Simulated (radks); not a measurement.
Results of a calculation; reference values are marked as such.
Q: All-electron atom: Ca2+ in [Ar]. Code: a radial shooting solver on a logarithmic mesh with Libxc functionals. Model: Dirac Kohn-Sham, BLYP, spin-unpolarised, spherical densities, finite nucleus; Fermi nuclear charge, rms radius 3.4776 fm. Some entries of the table are withheld. Estimate them.

orbital,occ.,eigenvalue (eV),<r> (bohr),<r^2> (bohr^2)
1s1/2,2,(1),0.07684,(2)
2s1/2,2,-429.7262,0.3644,0.1573
2p1/2,2,-352.7712,(3),(4)
2p3/2,4,-349.0779,(5),(6)
3s1/2,2,(7),1.151,1.530
3p1/2,2,-43.1665,1.254,(8)
3p3/2,4,-42.7735,1.262,(9)

A: 
(1) 1s1/2 eigenvalue (eV): -3966.227
(2) 1s1/2 <r^2> (bohr^2): 0.007942
(3) 2p1/2 <r> (bohr): 0.3261
(4) 2p1/2 <r^2> (bohr^2): 0.1317
(5) 2p3/2 <r> (bohr): 0.3286
(6) 2p3/2 <r^2> (bohr^2): 0.1336
(7) 3s1/2 eigenvalue (eV): -62.0211
(8) 3p1/2 <r^2> (bohr^2): 1.852
(9) 3p3/2 <r^2> (bohr^2): 1.875
